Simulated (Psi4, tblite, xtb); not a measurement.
Interaction energy of C2H4 ··· CS2 (SMILES C=C and S=C=S). Monomers: optimised at B3LYP-D3(BJ) (def2-TZVP), held rigid. Orientation: lowest of the rigid-body minima from ten starts at GFN2-xTB. The monomers approach along the line of their centres of mass (distance R); nothing else relaxes.

Geometry at R = 3.40 Å (first 6 atoms: monomer A):
```
9

C      0.6517     0.0827     0.0837
C     -0.6518    -0.0827    -0.0838
H      1.3335     0.1246    -0.7571
H      1.0914     0.1831     1.0687
H     -1.3334    -0.1246     0.7572
H     -1.0915    -0.1831    -1.0687
S      0.9267    -3.4045     1.2111
C      0.6138    -3.3338    -0.3082
S      0.3009    -3.2634    -1.8274
```

Methods: PBE/def2-TZVP, counterpoise-corrected (Psi4); GFN2-xTB (tblite); GFN1-xTB (xtb); MP2/aug-cc-pVDZ = DF-MP2/aug-cc-pVDZ, frozen core, counterpoise-corrected run with Psi4 1.11; PBE-D3(BJ)/def2-TZVP, counterpoise-corrected (Psi4).

Interaction energies in kJ/mol (negative: bound); R is the distance of the centres of mass, d the C1···C8 distance.

| R / Å | d / Å | PBE/def2-TZVP | GFN2-xTB | GFN1-xTB | MP2/aug-cc-pVDZ | PBE-D3(BJ)/def2-TZVP |
|---|---|---|---|---|---|---|
| 2.80 | 2.85 | 36.08 | 3.30 | 6.44 | 24.18 | 23.80 |
| 2.99 | 3.04 | 19.18 | -3.79 | -0.93 | 7.62 | 8.26 |
| 3.21 | 3.25 | 8.44 | -6.88 | -4.17 | -1.67 | -0.85 |
| 3.40 | 3.44 | 3.59 | -7.43 | -4.90 | -4.96 | -4.32 |
| 3.57 | 3.61 | 1.24 | -7.16 | -4.86 | -5.92 | -5.52 |
| 3.82 | 3.85 | -0.34 | -6.23 | -4.36 | -5.71 | -5.61 |
| 4.07 | 4.10 | -0.81 | -5.12 | -3.72 | -4.78 | -4.85 |
| 4.43 | 4.45 | -0.75 | -3.65 | -2.83 | -3.35 | -3.47 |
| 4.89 | 4.91 | -0.41 | -2.25 | -1.90 | -2.00 | -2.06 |
| 5.57 | 5.58 | -0.08 | -1.04 | -1.00 | -0.93 | -0.90 |
| 6.61 | 6.62 | 0.05 | -0.29 | -0.39 | -0.32 | -0.26 |
| 7.92 | 7.92 | 0.03 | -0.02 | -0.13 | -0.10 | -0.08 |

Lowest grid point: PBE/def2-TZVP -0.81 kJ/mol at R = 4.07 Å; GFN2-xTB -7.43 kJ/mol at R = 3.40 Å; GFN1-xTB -4.90 kJ/mol at R = 3.40 Å; MP2/aug-cc-pVDZ -5.92 kJ/mol at R = 3.57 Å; PBE-D3(BJ)/def2-TZVP -5.61 kJ/mol at R = 3.82 Å.
